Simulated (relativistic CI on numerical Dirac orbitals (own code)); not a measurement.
## Gd¹⁷⁺: q coefficients and field-shift factors

These numbers are calculated, not measured: Dirac-Coulomb-Breit CI, KLI orbitals optimised for each configuration, derivatives by finite differences, unscaled Slater integrals, QED left out (own radial code, finite nucleus).

Configurations in the expansion (outside the closed core [Kr]): 4d¹⁰4f, 4d¹⁰5s, 4d¹⁰5p, 4d⁹4f², 4d¹⁰5d, 4d⁹5s², 4d¹⁰5f, 4d⁹4f5s. Levels of other configurations are missing.

With x = (α/α₀)² − 1 an excitation energy changes as ω = ω₀ + qx; K = 2q/ω₀ is the relative enhancement. Terms are leading LS components, so labels can repeat. The field-shift factor is F = δν/δ⟨r²⟩ for the transition from the lowest level.

Lowest level 4d¹⁰4f ²F°5/2.

| Level | ω₀ (cm⁻¹) | q (cm⁻¹) | K | F (GHz/fm²) |
| --- | --- | --- | --- | --- |
| 4d¹⁰4f ²F°7/2 | 8641 | 7949 | 1.84 | 0.271 |
| 4d¹⁰5s ²S1/2 | 199719 | -168200 | -1.68 | 179 |
| 4d¹⁰5p ²P°1/2 | 426258 | -145800 | -0.684 | 15.4 |
| 4d¹⁰5p ²P°3/2 | 507527 | -52460 | -0.207 | 9.04 |
| 4d¹⁰5d ²D3/2 | 885611 | -44260 | -0.1 | 9.26 |
| 4d¹⁰5d ²D5/2 | 901036 | -28510 | -0.0633 | 9.47 |
| 4d⁹4f² ⁴F3/2 | 1110040 | -729.7 | -0.00131 | 9.49 |
| 4d⁹4f² ⁴F5/2 | 1112796 | 19.9 | 3.58e-05 | 9.53 |
| 4d⁹4f² ⁴F7/2 | 1118058 | 3886 | 0.00695 | 9.67 |
| 4d⁹4f² ⁴F9/2 | 1126071 | 9437 | 0.0168 | 9.83 |
| 4d⁹4f² ⁴D7/2 | 1136226 | -2387 | -0.0042 | 9.63 |
| 4d⁹4f² ⁴D5/2 | 1142103 | 2512 | 0.0044 | 9.76 |
| 4d⁹4f² ⁴G5/2 | 1142822 | 2564 | 0.00449 | 9.74 |
| 4d⁹4f² ⁴D7/2 | 1143262 | 4668 | 0.00817 | 9.84 |
| 4d⁹4f² ⁴K15/2 | 1144822 | 1903 | 0.00332 | 9.79 |
| 4d⁹4f² ⁴K17/2 | 1145099 | 6102 | 0.0107 | 9.93 |
| 4d⁹4f² ⁴G9/2 | 1145916 | 756.8 | 0.00132 | 9.73 |
| 4d⁹4f² ⁴K13/2 | 1146100 | -2973 | -0.00519 | 9.63 |
| 4d⁹4f² ⁴D3/2 | 1146952 | 6970 | 0.0122 | 9.84 |
| 4d⁹4f² ⁴G11/2 | 1147772 | 3195 | 0.00557 | 9.85 |
| 4d⁹4f² ⁴D1/2 | 1152257 | 12740 | 0.0221 | 9.96 |
| 4d⁹4f² ²F7/2 | 1154576 | 6728 | 0.0117 | 9.95 |
| 4d⁹4f² ⁴H13/2 | 1155094 | 3278 | 0.00568 | 9.9 |

At this charge transitions that keep the count of f electrons are usually good to a few per cent. Terms inside the open d or f shell come out 10 to 20 % too wide with unscaled integrals. Levels that differ in their count of f electrons can be misplaced by several ten thousand cm⁻¹, since the correlation energy of f electrons is missing or only estimated; rates across such gaps can be off by orders of magnitude.
